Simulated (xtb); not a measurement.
These are GFN2-xTB run with xtb 6.7.1 values and carry that method's errors.

```
xtb start.xyz --ohess tight --gfn 2 --chrg 0 --uhf 0 --iterations 400

# start.xyz
10

C      2.143413     0.062970     0.409320
Si     0.999481     0.038729    -0.913286
O     -0.607164    -0.041318    -0.682736
Si    -1.902260    -0.062622     0.288283
H      1.824973     0.023766     1.438030
H      3.205245     0.108208     0.252884
H      1.059539     0.073589    -2.359091
H     -1.681967    -1.064966     1.326828
H     -2.045146     1.277713     0.851973
H     -2.996113    -0.416069    -0.612202
```

Output:

```
[...]
         :::::::::::::::::::::::::::::::::::::::::::::::::::::
         ::                     SUMMARY                     ::
         :::::::::::::::::::::::::::::::::::::::::::::::::::::
         :: total energy             -12.767314177555 Eh    ::
         :: gradient norm              0.000093156387 Eh/a0 ::
         :: HOMO-LUMO gap              3.019983511453 eV    ::
         ::.................................................::
         :: SCC energy               -12.905534646344 Eh    ::
         :: -> isotropic ES            0.048715561486 Eh    ::
         :: -> anisotropic ES          0.001057870377 Eh    ::
         :: -> anisotropic XC         -0.007501965906 Eh    ::
         :: -> dispersion             -0.006346473822 Eh    ::
         :: repulsion energy           0.138220468789 Eh    ::
         :: add. restraining           0.000000000000 Eh    ::
         :: total charge              -0.000000000000 e     ::
         :::::::::::::::::::::::::::::::::::::::::::::::::::::

           -------------------------------------------------
          |                Numerical Hessian                |
           -------------------------------------------------
step length          :   0.00500
SCC accuracy         :   0.30000
Hessian scale factor :   1.00000
frozen atoms in %    :   0.00000    0
RMS gradient         :   0.00009
estimated CPU  time      0.00 min
estimated wall time      0.01 min

writing file <hessian>.

 projected vibrational frequencies (cm⁻¹)
eigval :       -0.00    -0.00    -0.00     0.00     0.00     0.00
eigval :       36.56    80.43   104.09   238.88   246.31   404.21
eigval :      538.09   562.43   603.38   621.39   682.57   772.00
eigval :      778.85   787.27   823.94  1060.30  1143.39  1401.05
eigval :     2269.80  2277.93  2291.77  2391.36  3072.57  3125.72
           -------------------------------------------------
          |                Property Printout                |
           -------------------------------------------------

    * Orbital Energies and Occupations

         #    Occupation            Energy/Eh            Energy/eV
      -------------------------------------------------------------
         1        2.0000           -0.7604275             -20.6923
         2        2.0000           -0.7199512             -19.5909
         3        2.0000           -0.5878118             -15.9952
         4        2.0000           -0.5159552             -14.0399
         5        2.0000           -0.4871578             -13.2562
         6        2.0000           -0.4845317             -13.1848
         7        2.0000           -0.4725003             -12.8574
         8        2.0000           -0.4331933             -11.7878
         9        2.0000           -0.4212317             -11.4623
        10        2.0000           -0.4182154             -11.3802
        11        2.0000           -0.4033571             -10.9759
        12        2.0000           -0.3194667              -8.6931 (HOMO)
        13                         -0.2084844              -5.6732 (LUMO)
        14                         -0.1815396              -4.9399
        15                         -0.1619781              -4.4076
        16                         -0.1556552              -4.2356
        17                         -0.1496307              -4.0717
        18                         -0.1170509              -3.1851
        19                         -0.0686597              -1.8683
        20                         -0.0544737              -1.4823
        21                         -0.0127603              -0.3472
        22                          0.0348037               0.9471
        23                          0.0962818               2.6200
       ...                                ...                  ...
        32                          1.0547944              28.7024
      -------------------------------------------------------------
                  HL-Gap            0.1109823 Eh            3.0200 eV
             Fermi-level           -0.2639756 Eh           -7.1831 eV

     #   Z          covCN         q      C6AA      α(0)
     1   6 C        2.738    -0.271    35.413     9.743
     2  14 Si       2.656     0.454   177.111    29.225
     3   8 O        1.540    -0.454    22.001     6.328
     4  14 Si       3.605     0.517    97.614    18.972
     5   1 H        0.926     0.066     2.134     2.285
     6   1 H        0.926     0.044     2.402     2.424
     7   1 H        0.922    -0.039     3.844     3.066
     8   1 H        0.919    -0.107     5.829     3.776
     9   1 H        0.919    -0.108     5.849     3.782
    10   1 H        0.919    -0.101     5.587     3.697

 Mol. C6AA /au·bohr⁶  :       2065.190757
 Mol. C8AA /au·bohr⁸  :      83155.938408
 Mol. α(0) /au        :         83.297439

Wiberg/Mayer (AO) data.
largest (>0.10) Wiberg bond orders for each atom

 ---------------------------------------------------------------------------
     #   Z sym  total        # sym  WBO       # sym  WBO       # sym  WBO
 ---------------------------------------------------------------------------
     1   6 C    3.878 --     2 Si   1.844     6 H    0.967     5 H    0.940
     2  14 Si   3.912 --     1 C    1.844     3 O    1.055     7 H    0.888
     3   8 O    2.340 --     4 Si   1.112     2 Si   1.055
     4  14 Si   3.838 --     3 O    1.112    10 H    0.892     8 H    0.892
                             9 H    0.891
     5   1 H    0.996 --     1 C    0.940
     6   1 H    0.998 --     1 C    0.967
     7   1 H    0.998 --     2 Si   0.888
     8   1 H    0.988 --     4 Si   0.892
     9   1 H    0.988 --     4 Si   0.891
    10   1 H    0.990 --     4 Si   0.892
 ---------------------------------------------------------------------------

Topologies differ in total number of bonds
Writing topology from bond orders to xtbtopo.mol

molecular dipole:
                 x           y           z       tot (Debye)
 q only:        0.161       0.016      -0.078
   full:       -0.297       0.006      -0.442       1.354
molecular quadrupole (traceless):
                xx          xy          yy          xz          yz          zz
 q only:        0.505       0.054      -0.501      -3.079      -0.141      -0.004
  q+dip:       -3.322      -0.054      -1.210      -0.964      -0.172       4.532
   full:       -1.974      -0.046      -0.182      -4.167      -0.236       2.157

           -------------------------------------------------
          |                Geometry Summary                 |
           -------------------------------------------------

      molecular mass/u    :       90.2287827
   center of mass at/Å    :       -0.1104290      -0.0063563      -0.2510847
  moments of inertia/u·Å² :        0.3902076E+02   0.2279505E+03   0.2610519E+03
rotational constants/cm⁻¹ :        0.4320170E+00   0.7395304E-01   0.6457578E-01

 * 9 selected distances

     #   Z          #   Z                                           value/Å
Molecule has no symmetry elements
It seems to be the C1 point group
     1   6 C        2  14 Si                                      1.7488440 (max)
     2  14 Si       3   8 O                                       1.6250752
     3   8 O        4  14 Si                                      1.6188286
     1   6 C        5   1 H                                       1.0775832
     1   6 C        6   1 H                                       1.0742468 (min)
     2  14 Si       7   1 H                                       1.4474718
     4  14 Si       8   1 H                                       1.4600680
     4  14 Si       9   1 H                                       1.4610480
     4  14 Si      10   1 H                                       1.4602441

 * 4 distinct bonds (by element types)

   Z      Z             #   av. dist./Å        max./Å        min./Å
   1 H    6 C           2     1.0759150     1.0775832     1.0742468
   1 H   14 Si          4     1.4572080     1.4610480     1.4474718
   6 C   14 Si          1     1.7488440     1.7488440     1.7488440
   8 O   14 Si          2     1.6219519     1.6250752     1.6188286

           -------------------------------------------------
          |               Frequency Printout                |
           -------------------------------------------------
 projected vibrational frequencies (cm⁻¹)
eigval :       -0.00    -0.00    -0.00     0.00     0.00     0.00
eigval :       36.56    80.43   104.09   238.88   246.31   404.21
eigval :      538.09   562.43   603.38   621.39   682.57   772.00
eigval :      778.85   787.27   823.94  1060.30  1143.39  1401.05
eigval :     2269.80  2277.93  2291.77  2391.36  3072.57  3125.72
 reduced masses (amu)
   1: 19.55   2: 16.02   3: 18.08   4: 19.62   5: 21.61   6: 22.38   7:  3.11   8: 14.56
   9: 13.99  10: 16.07  11:  6.24  12:  1.72  13:  4.19  14: 18.55  15:  4.23  16:  6.08
  17:  2.91  18:  2.38  19:  3.79  20:  3.14  21:  5.12  22: 15.98  23: 15.54  24:  4.69
  25:  2.13  26:  2.17  27:  1.23  28:  1.97  29:  1.63  30:  1.99
 IR intensities (km·mol⁻¹)
   1:  0.30   2:  1.04   3:  0.07   4:  0.22   5:  0.17   6:  0.18   7:  0.90   8:  3.25
   9:  6.59  10: 39.95  11: 42.01  12: 27.01  13:  8.56  14:  6.74  15: 83.73  16: 56.52
  17:107.33  18:221.60  19:294.26  20:200.20  21:300.93  22:360.87  23:337.65  24: 30.64
  25:411.87  26:378.65  27: 90.14  28:246.43  29:  4.98  30: 24.27
 Raman intensities (Ä⁴*amu⁻¹)
   1:  0.00   2:  0.00   3:  0.00   4:  0.00   5:  0.00   6:  0.00   7:  0.00   8:  0.00
   9:  0.00  10:  0.00  11:  0.00  12:  0.00  13:  0.00  14:  0.00  15:  0.00  16:  0.00
  17:  0.00  18:  0.00  19:  0.00  20:  0.00  21:  0.00  22:  0.00  23:  0.00  24:  0.00
  25:  0.00  26:  0.00  27:  0.00  28:  0.00  29:  0.00  30:  0.00
 output can be read by thermo (or use thermo option).
 writing <g98.out> molden fake output.
 recommended (thermochemical) frequency scaling factor: 1.0
           -------------------------------------------------
          |             Thermodynamic Functions             |
           -------------------------------------------------

c1  symmetry found (for desy threshold:  0.10E+00) used in thermo

          ...................................................
          :                      SETUP                      :
          :.................................................:
          :  # frequencies                          24      :
          :  # imaginary freq.                       0      :
          :  linear?                             false      :
          :  only rotor calc.                    false      :
          :  symmetry                               c1      :
          :  rotational number                       1      :
          :  scaling factor                  1.0000000      :
          :  rotor cutoff                   50.0000000 cm⁻¹ :
          :  imag. cutoff                  -20.0000000 cm⁻¹ :
          :.................................................:

    mode    ω/cm⁻¹     T·S(HO)/kcal·mol⁻¹    T·S(FR)/kcal·mol⁻¹   T·S(vib)
   ------------------------------------------------------------------------
       1     36.56    -1.62115 ( 22.23%)    -1.14853 ( 77.77%)    -1.25358
       2     80.43    -1.15690 ( 87.01%)    -0.91536 ( 12.99%)    -1.12552
       3    104.09    -1.00662 ( 94.95%)    -0.83906 (  5.05%)    -0.99815
       4    238.88    -0.54000 ( 99.81%)    -0.59312 (  0.19%)    -0.54011
       5    246.31    -0.52380 ( 99.83%)    -0.58406 (  0.17%)    -0.52391
   ------------------------------------------------------------------------

   temp. (K)  partition function   enthalpy   heat capacity  entropy
                                   cal/mol     cal/K/mol   cal/K/mol   J/K/mol
 298.15  VIB   176.                 3044.571     18.458     19.126
         ROT  0.116E+06              888.752      2.981     26.162
         INT  0.205E+08             3933.324     21.439     45.288
         TR   0.829E+27             1481.254      4.968     39.394
         TOT                        5414.5775    26.4073    84.6818   354.3086

       T/K    H(0)-H(T)+PV         H(T)/Eh          T*S/Eh         G(T)/Eh
   ------------------------------------------------------------------------
    298.15    0.862868E-02    0.685770E-01    0.402350E-01    0.283420E-01
   ------------------------------------------------------------------------

         :::::::::::::::::::::::::::::::::::::::::::::::::::::
         ::                  THERMODYNAMIC                  ::
         :::::::::::::::::::::::::::::::::::::::::::::::::::::
         :: total free energy         -12.738972177458 Eh   ::
         ::.................................................::
         :: total energy              -12.767314177554 Eh   ::
         :: zero point energy           0.059948365998 Eh   ::
         :: G(RRHO) w/o ZPVE           -0.031606365901 Eh   ::
         :: G(RRHO) contrib.            0.028342000097 Eh   ::
         :::::::::::::::::::::::::::::::::::::::::::::::::::::

optimized geometry written to: xtbopt.xyz

           -------------------------------------------------
          | TOTAL ENERGY              -12.767314177554 Eh   |
          | TOTAL ENTHALPY            -12.698737133103 Eh   |
          | TOTAL FREE ENERGY         -12.738972177458 Eh   |
          | GRADIENT NORM               0.000093154956 Eh/α |
          | HOMO-LUMO GAP               3.019981240537 eV   |
           -------------------------------------------------

------------------------------------------------------------------------
```

Cost: about 0.3 core-seconds (a rough figure).
